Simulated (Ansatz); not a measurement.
Question: Name a neutral molecule of Ga, N, Si, Te and H with HOMO–LUMO gap (B3LYP/def2-TZVPP) between 5.00 and 5.30 eV and ideal-gas entropy at 298 K and 1 bar (rigid rotor, harmonic PBE0-D4/def2-TZVP) between 387 and 403 J/(mol·K) (Ansatz, PBE0-D4/def2-TZVP geometry).

Answer: `N[SiH]([GaH2])[TeH]` (5.27 eV, 390 J/(mol·K)). Other molecules can fit too; these were computed, each in one conformer that needn't be the lowest.

B3LYP here is the variant with VWN-RPA as its local correlation; programs differ in this.
